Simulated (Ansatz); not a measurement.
Si4MoO4H12⁺, that is Mo(OSiH3)4 with one electron fewer. Total charge 1; doublet. Geometry PBE-D4/def2-SVP, that of the neutral triplet; atoms count from 1.

```csv
atom,x (Å),y (Å),z (Å)
Mo1,0.483,0.857,-0.607
O2,-1.055,1.595,-1.438
Si3,-2.673,1.064,-1.559
H4,-2.758,-0.179,-2.398
H5,-3.423,2.176,-2.236
H6,-3.276,0.820,-0.202
O7,1.734,-0.201,-1.566
Si8,1.902,-1.881,-1.806
H9,0.777,-2.403,-2.654
H10,1.945,-2.624,-0.496
H11,3.208,-2.075,-2.523
O12,1.249,1.941,0.720
Si13,1.528,2.231,2.369
H14,0.946,3.569,2.724
H15,3.010,2.232,2.608
H16,0.873,1.146,3.180
O17,-0.541,-0.733,-0.147
Si18,-0.898,-1.665,1.203
H19,-1.882,-0.955,2.099
H20,0.348,-1.955,2.005
H21,-1.499,-2.959,0.725
```

In the def2 sets Mo takes a core potential; there is no spin–orbit coupling.

Estimate the Mulliken populations from the PBE0/def2-TZVP orbitals of Ansatz.


```json
{"atom": "Mo1", "charge (e)": "1.88", "spin (α − β)": "0.93", "d electrons": "3.59"}
{"atom": "O2", "charge (e)": "-0.60", "spin (α − β)": "0.01", "d electrons": "–"}
{"atom": "Si3", "charge (e)": "0.32", "spin (α − β)": "0.00", "d electrons": "–"}
{"atom": "H4", "charge (e)": "0.03", "spin (α − β)": "0.00", "d electrons": "–"}
{"atom": "H5", "charge (e)": "0.04", "spin (α − β)": "0.00", "d electrons": "–"}
{"atom": "H6", "charge (e)": "0.02", "spin (α − β)": "0.01", "d electrons": "–"}
{"atom": "O7", "charge (e)": "-0.60", "spin (α − β)": "0.00", "d electrons": "–"}
{"atom": "Si8", "charge (e)": "0.32", "spin (α − β)": "0.00", "d electrons": "–"}
{"atom": "H9", "charge (e)": "0.03", "spin (α − β)": "0.00", "d electrons": "–"}
{"atom": "H10", "charge (e)": "0.02", "spin (α − β)": "0.00", "d electrons": "–"}
{"atom": "H11", "charge (e)": "0.04", "spin (α − β)": "0.00", "d electrons": "–"}
{"atom": "O12", "charge (e)": "-0.65", "spin (α − β)": "0.03", "d electrons": "–"}
{"atom": "Si13", "charge (e)": "0.29", "spin (α − β)": "0.01", "d electrons": "–"}
{"atom": "H14", "charge (e)": "0.04", "spin (α − β)": "0.00", "d electrons": "–"}
{"atom": "H15", "charge (e)": "0.04", "spin (α − β)": "0.00", "d electrons": "–"}
{"atom": "H16", "charge (e)": "0.02", "spin (α − β)": "0.00", "d electrons": "–"}
{"atom": "O17", "charge (e)": "-0.57", "spin (α − β)": "0.01", "d electrons": "–"}
{"atom": "Si18", "charge (e)": "0.25", "spin (α − β)": "0.00", "d electrons": "–"}
{"atom": "H19", "charge (e)": "0.03", "spin (α − β)": "0.00", "d electrons": "–"}
{"atom": "H20", "charge (e)": "0.03", "spin (α − β)": "0.00", "d electrons": "–"}
{"atom": "H21", "charge (e)": "0.04", "spin (α − β)": "0.00", "d electrons": "–"}
```
Mulliken values and Mayer orders depend strongly on the basis.

Where does the spin sit?

Summed by element: Mo 0.93, O 0.06, Si 0.01, H 0.00, of 1 unpaired in all. Largest on single atoms: Mo1 0.93, O12 0.03, O2 0.01.

And the Mayer bond orders between bonded heavy atoms (over 0.3)?

Mo1–O2 1.06 (1.90 Å); Mo1–O7 1.07 (1.90 Å); Mo1–O12 1.00 (1.88 Å); Mo1–O17 1.07 (1.95 Å); O2–Si3 0.89 (1.71 Å); O7–Si8 0.89 (1.71 Å); O12–Si13 0.91 (1.70 Å); O17–Si18 0.95 (1.68 Å).
